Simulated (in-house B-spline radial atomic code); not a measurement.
Checks on a self-consistent run for Cs4+, [Ar] (3d3/2)3 (3d5/2)6 4s2 4p6 4d10 5s2 (5p1/2)1 (5p3/2)2 (8g7/2)1. Method: Dirac-Hartree-Fock, average of the jj configuration, Fermi nucleus of rms radius 4.8041 fm. Calculated with a radial B-spline atomic code at the basis-set limit.

```json
{"orbital": "1s1/2", "q": "2", "ε (Eh)": "-1334.07806", "<1/r>": "59.3964", "<r²>": "0.00092481", "small-component weight": "0.041205"}
{"orbital": "2s1/2", "q": "2", "ε (Eh)": "-216.51158", "<1/r>": "13.9469", "<r²>": "0.0147232", "small-component weight": "0.0089016"}
{"orbital": "2p1/2", "q": "2", "ε (Eh)": "-203.31160", "<1/r>": "13.8918", "<r²>": "0.0108853", "small-component weight": "0.0088932"}
{"orbital": "2p3/2", "q": "4", "ε (Eh)": "-190.42842", "<1/r>": "12.7277", "<r²>": "0.012164", "small-component weight": "0.0084092"}
{"orbital": "3s1/2", "q": "2", "ε (Eh)": "-49.23300", "<1/r>": "5.04905", "<r²>": "0.0999271", "small-component weight": "0.0027274"}
{"orbital": "3p1/2", "q": "2", "ε (Eh)": "-43.58354", "<1/r>": "4.94549", "<r²>": "0.0949746", "small-component weight": "0.0026521"}
{"orbital": "3p3/2", "q": "4", "ε (Eh)": "-41.18137", "<1/r>": "4.66869", "<r²>": "0.102262", "small-component weight": "0.0025345"}
{"orbital": "3d3/2", "q": "3", "ε (Eh)": "-31.73097", "<1/r>": "4.49154", "<r²>": "0.0865083", "small-component weight": "0.0023751"}
{"orbital": "3d5/2", "q": "6", "ε (Eh)": "-31.22986", "<1/r>": "4.44747", "<r²>": "0.0863985", "small-component weight": "0.0023654"}
{"orbital": "4s1/2", "q": "2", "ε (Eh)": "-11.94522", "<1/r>": "2.06357", "<r²>": "0.523592", "small-component weight": "0.00080802"}
{"orbital": "4p1/2", "q": "2", "ε (Eh)": "-9.83841", "<1/r>": "1.95756", "<r²>": "0.566156", "small-component weight": "0.0007446"}
{"orbital": "4p3/2", "q": "4", "ε (Eh)": "-9.29678", "<1/r>": "1.87176", "<r²>": "0.604682", "small-component weight": "0.00070913"}
{"orbital": "4d3/2", "q": "4", "ε (Eh)": "-5.77959", "<1/r>": "1.6801", "<r²>": "0.729464", "small-component weight": "0.00059966"}
{"orbital": "4d5/2", "q": "6", "ε (Eh)": "-5.70806", "<1/r>": "1.63648", "<r²>": "0.743588", "small-component weight": "0.00056733"}
{"orbital": "5s1/2", "q": "2", "ε (Eh)": "-3.18947", "<1/r>": "0.830355", "<r²>": "2.78725", "small-component weight": "0.00018635"}
{"orbital": "5p1/2", "q": "1", "ε (Eh)": "-2.62450", "<1/r>": "0.758663", "<r²>": "3.30298", "small-component weight": "0.00016137"}
{"orbital": "5p3/2", "q": "2", "ε (Eh)": "-2.51846", "<1/r>": "0.730971", "<r²>": "3.50974", "small-component weight": "0.00015291"}
{"orbital": "8g7/2", "q": "1", "ε (Eh)": "-0.19718", "<1/r>": "0.0805159", "<r²>": "325.965", "small-component weight": "5.5358e-06"}
```

Electron-electron repulsion V_ee = 2699.2183 hartree.

(1) What total energy follows from the eigenvalues?

(2) Does the Dirac virial theorem hold?

(3) What diamagnetic shielding (Lamb formula) and susceptibility (Langevin formula) do the radii give?

Results:

(1) The eigenvalues count the repulsion twice, so E = Σqε - V_ee = -5054.805 - 2699.218 = -7754.024 hartree; the run printed -7754.024.

(2) For a point nucleus E = -2c²Σq·w, with w the small-component weight. Here Σq·w = 0.20644 and c = 137.0360, so the ratio E/(-2c²Σq·w) is 1.000070; the finite nucleus accounts for the departure from 1.

(3) σ = (α²/3)Σq<1/r> = 340.235/(3·137.036²) = 6039.3 ppm, and χ = -0.79199×10⁻⁶·Σq<r²> = -281.6×10⁻⁶ cm³/mol with Σq<r²> = 355.52 bohr². Both are non-relativistic formulas without the paramagnetism of open shells; for so heavy an element the full relativistic shielding is larger by tens of per cent.
